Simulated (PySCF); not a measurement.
# Removing an electron from `C=C(O[SiH3])[C@H](C)F`

Species: C4H9FOSi.
Structure used (PBE0-D3(BJ)/def2-SVP), in Å, numbered top down from 1:
```
atom  x, y, z in Å
C1     0.666   -0.575    1.515
C2     0.062   -0.396    0.337
O3     0.670   -0.041   -0.820
Si4    2.312    0.265   -1.032
C5    -1.420   -0.560    0.122
C6    -2.093    0.737   -0.271
F7    -2.005   -1.049    1.267
H8     1.744   -0.448    1.643
H9     0.070   -0.867    2.378
H10    2.742    1.400   -0.165
H11    3.113   -0.949   -0.700
H12    2.452    0.614   -2.469
H13   -1.557   -1.314   -0.676
H14   -2.010    1.461    0.552
H15   -1.610    1.156   -1.164
H16   -3.157    0.565   -0.489
```

Level: B3LYP/def2-SVPD (PySCF). Frontier orbitals with their largest atomic shares (Löwdin; up to four atoms above 4 %):

```csv
orbital,ε (eV),main atoms
HOMO−3,-9.66,"Si4 23 %, H11 15 %, H12 14 %, F7 10 %"
HOMO−2,-9.22,"F7 17 %, Si4 15 %, O3 15 %, H10 12 %"
HOMO−1,-8.98,"O3 27 %, F7 12 %, C5 12 %, C2 11 %"
HOMO,-6.82,?
LUMO,-0.21,"Si4 38 %, H11 12 %, O3 11 %, H12 11 %"
LUMO+1,0.10,"C2 25 %, C1 24 %, O3 8 %, Si4 8 %"
LUMO+2,0.28,"Si4 41 %, H11 11 %, H12 10 %, H10 8 %"
```

**Question.** What vertical ionisation energy does ΔSCF give, and how far is −ε(HOMO) from it?

**Answer.** ΔSCF: 9.07 eV (875 kJ/mol; threshold wavelength 137 nm); ⟨S²⟩ of the doublet left behind is 0.755, against 0.75 for a pure doublet. −ε(HOMO) is 6.82 eV, 2.25 eV below it. For the exact functional −ε(HOMO) would equal the first vertical ionisation energy; B3LYP (global hybrid, 20 % exact exchange) falls short of its own ΔSCF value by 25 %.

**Question.** On which atoms does the HOMO lie?

**Answer.** C1 (terminal =CH2 carbon) 38 %, C2 (vinylic carbon bearing oxygen) 26 %, O3 (silyl ether oxygen) 19 %, so no atom holds as much as 40 %. The HOMO−1 lies 2.16 eV lower.

**Question.** Shift the occupied levels rigidly so that −ε(HOMO) equals the ΔSCF value. What binding energies result?

**Answer.** The shift is +2.25 eV: HOMO 9.07, HOMO−1 11.23, HOMO−2 11.47, HOMO−3 11.91 eV. A rigid shift is only a rough guide to the deeper ionisations.

**Question.** With α = 81.3 au, estimate the like-pair dispersion coefficient by London's formula C6 = (3/4)α²I.

**Answer.** I = 0.3333 Eh, so C6 ≈ 1650 au, a rough estimate.

**Question.** What kinetic energy would electrons from this vertical process carry with Lyman-α light (10.199 eV)?

**Answer.** 10.20 − 9.07 = 1.13 eV.

**Question.** What total energies stand behind the ΔSCF value?

**Answer.** E(N) = -622.11394 Eh and E(N − 1) = -621.78062 Eh at the same geometry, 0.33332 Eh apart.

Isolated species at its PBE0-D3(BJ)/def2-SVP geometry (one conformer only).
